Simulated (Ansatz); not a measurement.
trans-dichloroethylene (C2H2Cl2), singlet, at a GFN2-xTB geometry; MP2/cc-pVTZ (Ansatz, an electronic-structure program).

Ansatz was given this input:
Ansatz 0.2 input:
```yaml
crystal:
  periodic: [false, false, false]
  atoms:
    - {symbol: Cl, position_ang: [2.10612251, 0.34304645, 0.03192064]}
    - {symbol: C, position_ang: [0.54917716, -0.36945412, -0.00152813]}
    - {symbol: C, position_ang: [-0.54917716, 0.36945412, 0.00152813]}
    - {symbol: Cl, position_ang: [-2.10612251, -0.34304645, -0.03192064]}
    - {symbol: H, position_ang: [0.54621071, -1.44774732, -0.02471098]}
    - {symbol: H, position_ang: [-0.54621071, 1.44774732, 0.02471098]}
basis:
  gaussian:
    orbitals: cc-pVTZ
magnetization: {spin_polarized: false}
correlation: {method: mp2}
```

Output, abridged:

```
Functional definition: HF
913 factors; integrals over basis functions are off by at most 1.3e-3 eV
mean field evaluation 1: about -27099.2893 eV, gradient 1.8e1 eV
mean field evaluation 2: about -27099.5739 eV, gradient 1.8e1 eV
mean field evaluation 4: about -27100.7210 eV, gradient 1.6e0 eV
mean field evaluation 8: about -27100.7336 eV, gradient 2.0e-1 eV
mean field -27100.73381758 eV, -995.9335982588 hartree, gradient 9.3e-7 eV, S^2 0.000000; 0 other end points of the search recorded, 0 dependent functions left out; unrestricted orbitals would lower it
mean field evaluation 16: about -27100.6448 eV, gradient 2.4e0 eV
12 core orbitals not correlated
reference -27100.73381758 eV, -995.9335982588 hartree; 12, 12 occupied and 132, 132 virtual orbitals, 913 factors
second order -18.94738636 eV of doubles, -0.00000000 eV of singles
Total energy: -27119.68120394 eV, -996.6299018646 hartree
```
